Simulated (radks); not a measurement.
A nucleus of charge 7.6 with 7 electrons, configuration [He] 2s2 2p3.

Method: non-relativistic Kohn-Sham, LDA (Slater exchange, Perdew-Wang correlation), spin-polarised, spherical densities, point nucleus; open shells are filled with parallel spins first; computed with a radial shooting solver on a logarithmic mesh with Libxc functionals.

Energy parts (eV):
part                     energy
total                 -1786.979
kinetic                1779.050
electron-nucleus      -4178.898
Hartree                 803.790
exchange-correlation   -190.921

Orbitals (lengths in bohr, moments of r in powers of bohr; r(max) is where P^2 peaks):
orbital  occ.  eigenvalue (eV)  r(max)    <r^2>
1s up       1        -466.5598  0.1372  0.06104
1s down     1        -464.3402  0.1370  0.06044
2s up       1         -31.6581  0.9105    1.629
2s down     1         -26.5784  0.9313    1.791
2p up       3         -18.3500  0.8326    1.837
2p down     0         -13.3510  0.8774    2.299

The highest occupied level is 2p up at -18.350 eV. Spin moment in Bohr magnetons: 3. Summed over all electrons, <r^2> = 9.052 bohr^2, which gives a Langevin (diamagnetic) susceptibility term of -7.17 x 10^-6 cm^3/mol. The spin density at the nucleus is -0.0552 e/bohr^3 (1s -0.7512, 2s 0.6960), a Fermi contact field of -2.9 T. The electron density at the nucleus is 263.8 e/bohr^3.
